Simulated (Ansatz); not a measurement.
`[SiH3][GaH][SH]` + `CCN` → `CCN[SiH3]` + `[SH][GaH2]` at 298.15 K and 1 bar (cleavage of the Si–Ga bond).

Isolated molecules relaxed with PBE0-D4/def2-TZVP in Ansatz; ΔE leaves out vibrations. CCSD(T)/CBS adds triple-zeta CCSD(T) − MP2 to the extrapolated MP2 energy (def2 sets, frozen cores). For Ga outer-core shells are correlated without core-valence functions, which leaves a few kJ/mol of doubt a bond. Scalar relativity is left out up to krypton. One conformer a species, not always the lowest.

| species | CCSD(T)/CBS energy (Eh) | H − E (kJ/mol) | S (J/(mol·K)) |
| --- | --- | --- | --- |
| `[SiH3][GaH][SH]` | -2613.82650 | 127.4 | 349.8 |
| `CCN` | -135.01652 | 257.8 | 271.6 |
| `CCN[SiH3]` | -425.31370 | 302.3 | 332.2 |
| `[SH][GaH2]` | -2323.53734 | 73.1 | 277.9 |

H − E and S are ideal-gas, rigid-rotor, harmonic terms from PBE0-D4/def2-TZVP, for one conformer and one mirror image of each species. 1 Eh = 2625.50 kJ/mol, R = 8.31446 J/(mol·K).

Q: By hand: ΔE, ΔH, ΔS and ΔG.

A: ΔE = (-425.31370) + (-2323.53734) − (-2613.82650) − (-135.01652) = -0.00802 Eh = -21.1 kJ/mol. Δ(H − E) = 302.3 + 73.1 − 127.4 − 257.8 = -9.8, so ΔH = -30.9 kJ/mol. ΔS = 332.2 + 277.9 − 349.8 − 271.6 = -11.3 J/(mol·K). ΔG = -30.9 − 298.15 × (-11.3)/1000 = -27.5 kJ/mol.

Q: By hand: the equilibrium constant, and the temperature at which ΔG would vanish if ΔH and ΔS stayed fixed.

A: log₁₀ K = −ΔG/(RT ln 10) = 4.8. ΔG = 0 at ΔH/ΔS = 2735 K, far beyond where these terms or the molecules hold.

The number of gas molecules stays the same, so ΔS is small and ΔH decides. A doubt of 5 kJ/mol in ΔE shifts log₁₀ K by 0.9 here. Other conformers and mirror images would add mixing entropy, several J/(mol·K) or more a flexible species. Modes under 60 cm⁻¹, often nearly free rotors, make the harmonic entropy too high. These are equilibria of isolated gas molecules and say nothing of rates. Largest T1 diagnostic: 0.014 (customary marks: 0.02 for closed shells, 0.045 for open ones).
